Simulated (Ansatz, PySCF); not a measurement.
C2H4F2Si2, SMILES [SiH2](F)[Si@H](C#C)F. Atoms are numbered in the order given.

```xyz
10

C      2.7981     0.9253     0.2819
C      1.8341     0.1828     0.3268
Si     0.3277    -0.8470     0.4048
F      0.3153    -1.8832    -0.8564
Si    -1.5700     0.5327     0.2823
F     -1.4167     1.5188    -1.0102
H      3.6534     1.5759     0.2400
H      0.3407    -1.6551     1.6540
H     -2.8202    -0.2614     0.1229
H     -1.6624     1.3728     1.5102
```
Charge 0, spin multiplicity 1.

Geometry: B3LYP-D3(BJ)/def2-SVP. The structure was generated by enumeration; whether it is a known compound was not checked. Other conformers were not sampled.

Vertical ionisation energy (IE) and electron affinity (EA) in eV. Rows of orbital energies are one-electron estimates. Where ΔSCF, EOM or ADC give a negative EA the extra electron is unbound and the value depends on the basis.

```json
[
 {"level": "−ε(HOMO), −ε(LUMO), ωB97X/def2-TZVP (PySCF)", "IE": "10.46", "EA": "-0.74"},
 {"level": "−ε(HOMO), −ε(LUMO), PBE/def2-TZVP (PySCF)", "IE": "6.97", "EA": "2.25"},
 {"level": "ΔSCF, PBE0/def2-TZVPD (Ansatz), final states of multiplicity 2 and 2", "IE": "10.07", "EA": "-0.13"},
 {"level": "ΔSCF, PBE/def2-TZVPD (Ansatz), final states of multiplicity 2 and 2", "IE": "9.71", "EA": "0.04"}
]
```

Question: What vertical singlet–triplet gap does ΔSCF give with PBE0/def2-TZVPD (Ansatz, a first-principles code) and with PBE/def2-TZVPD (Ansatz)? (An estimate is asked for; the answer gives what the named calculation found.)

Answer: 4.70 and 4.43 eV (triplet above singlet where positive).
